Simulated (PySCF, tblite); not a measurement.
Species: C4H5F5Si.
Cartesian coordinates in Å at the GFN2-xTB level; atoms count from 1:
```
atom  x, y, z in Å
F1     1.918   -1.594    0.158
C2     2.536   -0.399    0.052
C3     1.882    0.696   -0.276
C4     0.420    0.796   -0.575
Si5   -0.651   -0.684   -0.059
F6    -0.610   -0.841    1.538
C7    -2.474   -0.072   -0.394
F8    -2.776    1.079    0.239
F9    -3.407   -0.966   -0.025
F10   -2.692    0.168   -1.708
H11    3.591   -0.473    0.260
H12    2.452    1.610   -0.345
H13    0.036    1.695   -0.078
H14    0.308    0.984   -1.648
H15   -0.537   -1.992   -0.664
```

Computed, not measured: PBE0/pcSseg-1 in PySCF (dipole) on a GFN2-xTB geometry, gas phase.

Masses are those of the commonest isotopes; rigid-rotor values at the optimised geometry. The values belong to one conformer with, in the numbering `[F:1]/[CH:2]=[CH:3]\[CH2:4][Si@@H:5]([F:6])[C:7]([F:8])([F:9])[F:10]`, C2–C3–C4–Si5 15°, C3–C4–Si5–F6 63°.

Q: What are A, B and C (MHz)?

A: Ia = 228.05, Ib = 805.70, Ic = 877.73 u·Å²; 505379 MHz·u·Å²/I gives A = 2216, B = 627.3, C = 575.8 MHz.

Q: Classify the top.

A: A near-prolate asymmetric top: κ = (2 × 627.3 − 2216 − 575.8)/(2216 − 575.8) = -0.94.

Q: What does the inertial defect say?

A: Not planar: Δ = Ic − Ia − Ib = -156.02 u·Å². For a rigid frame Δ = −2 Σ m c², so Σ m c² = 78.01 u·Å² lies off the ab plane: 4.80 from hydrogen and 73.21 from heavier atoms. The atom farthest from that plane is 1.52 Å away.

Q: Where do the levels up to J = 3 lie, in cm⁻¹?

A: Above 0(0,0):
J = 1: 1(0,1) 0.0401, 1(1,1) 0.0931, 1(1,0) 0.0948
J = 2: 2(0,2) 0.1203, 2(1,2) 0.1717, 2(1,1) 0.1768, 2(2,1) 0.3358, 2(2,0) 0.3359
J = 3: 3(0,3) 0.2406, 3(1,3) 0.2895, 3(1,2) 0.2998, 3(2,2) 0.4562, 3(2,1) 0.4564, 3(3,1) 0.7255, 3(3,0) 0.7255
Those of J = 1 are B + C, A + C and A + B.

Q: Which lines would a microwave search look for?

A: The dipole components are |μa| = 3.45 D, |μb| = 2.20 D, |μc| = 0.43 D. The squared components, which scale the intensities, stand as 1.00 : 0.41 : 0.02 (a : b : c). Some lines, for components of 0.1 D or more:

```csv
type,branch,"J(Ka,Kc)",MHz,lower level (cm⁻¹)
b,R,"2(0,2) ← 1(1,1)",816,0.093
a,R,"1(0,1) ← 0(0,0)",1203,0.000
c,Q,"2(1,2) ← 2(0,2)",1539,0.120
c,Q,"1(1,1) ← 1(0,1)",1589,0.040
b,Q,"1(1,0) ← 1(0,1)",1640,0.040
b,Q,"2(1,1) ← 2(0,2)",1693,0.120
a,R,"2(1,2) ← 1(1,1)",2355,0.093
a,R,"2(0,2) ← 1(0,1)",2405,0.040
a,R,"2(1,1) ← 1(1,0)",2458,0.095
b,R,"1(1,1) ← 0(0,0)",2792,0.000
c,R,"1(1,0) ← 0(0,0)",2843,0.000
b,R,"2(1,2) ← 1(0,1)",3943,0.040
c,R,"2(1,1) ← 1(0,1)",4098,0.040
c,Q,"2(2,1) ← 2(1,1)",4767,0.177
b,Q,"2(2,0) ← 2(1,1)",4768,0.177
b,Q,"2(2,1) ← 2(1,2)",4921,0.172
b,R,"2(2,1) ← 1(1,0)",7224,0.095
c,R,"2(2,0) ← 1(1,0)",7225,0.095
c,R,"2(2,1) ← 1(1,1)",7276,0.093
b,R,"2(2,0) ← 1(1,1)",7277,0.093
```

Its GFN2-xTB frequencies are all real (lowest 21 cm⁻¹). No vibrational averaging or centrifugal distortion is included, and the geometry carries the error of its method.
